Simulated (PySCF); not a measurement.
# Spin states of SbCl

Unrestricted PBE0; basis Sb x2c-SVPall, Cl x2c-SVPall; spin-free X2C with a Gaussian nucleus; PySCF 2.14. Outer shells of the fragments: Sb 4d10 5s2 5p3; Cl 3s2 3p5.

Followed along the bond (rough minima from three points):

```csv
2Ms+1,unpaired,⟨S²⟩ at the start,R at minimum (Å),Te (eV)
3,π ↑↑,2.00,2.38,0.00
1,π ↑↓,1.01,2.38,0.31
1,none,0.00,2.37,1.23
5,"σ ↑↑, π ↑↑",6.00,none in the scan,≤ 4.65
```

Solutions found at the starting distance of 2.335 Å, counted from the lowest of them; the search is not exhaustive and high or unbound solutions are not listed, so other states can lie among these:

```tsv
2Ms+1	unpaired	term	E (eV)	⟨S²⟩	⟨Lz²⟩	μ (D)
3	π ↑↑	³Σ⁻	0.00	2.00	0.00	-2.11
1	π ↑↓	mixed	0.31	1.01	2.01	-2.05
1	none	mixed	1.22	0.00	2.00	-1.86
3	σ ↑, π ↑	³Π	3.02	2.01	1.01	-1.79
1	σ ↓, π ↑	mixed	3.31	1.01	1.01	-1.73
3	σ ↑, π ↑	³Π	5.03	2.01	1.00	0.10
3	π ↑↑	mixed	5.30	2.01	2.01	3.10
1	σ ↓, π ↑	mixed	5.34	1.01	1.00	0.47
5	σ ↑↑, π ↑↑	⁵Σ⁻	5.55	6.00	0.00	0.01
5	σ ↑, π ↑↑↑	⁵Π	5.93	6.00	1.01	2.96
```

A term symbol is given only where ⟨S²⟩ and ⟨Lz²⟩ are close to those of a pure state; real π, δ and φ orbitals otherwise mix terms. A positive dipole means Sb(−)Cl(+).

Spin–orbit coupling is left out. Counting both spins, an empty level lies below a filled one in some of these solutions, because spin and occupation are held.
